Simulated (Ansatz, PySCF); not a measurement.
Ways to break one bond of O[Si](O)(O)S [thiosilicic acid]:

A. O[Si](O)(O)S → O[Si](O)(O)[S] + H atom
B. O[Si](O)(O)S → [OH] (HO) + O[Si](O)S

Quantity: bond dissociation energy (enthalpy at 298 K, with B3LYP-D3(BJ) rigid-rotor harmonic-oscillator terms), kcal/mol. Structures are relaxed separately at B3LYP-D3(BJ)/def2-TZVP in Ansatz (an electronic-structure program), one conformer each, not searched for the lowest. Frequencies are from Ansatz or PySCF. Cores are frozen in the correlated levels unless marked. Open shells are spin-unrestricted. Spin-orbit coupling is left out. No relativistic terms. CBS(X,Y): correlation extrapolated as X^-3; Hartree-Fock from the larger set.

```csv
,B2GP-PLYP-D4/def2-TZVPD (Ansatz + dftd4),MP2/cc-pV(T+d)Z (Ansatz),CCSD/6-31G (Ansatz),"CCSD(T)/CBS(cc-pV(T+d)Z,cc-pV(Q+d)Z) (Ansatz)"
A,87.9,89.1,69.1,91.4
B,132.5,140.8,99.1,136.9
```
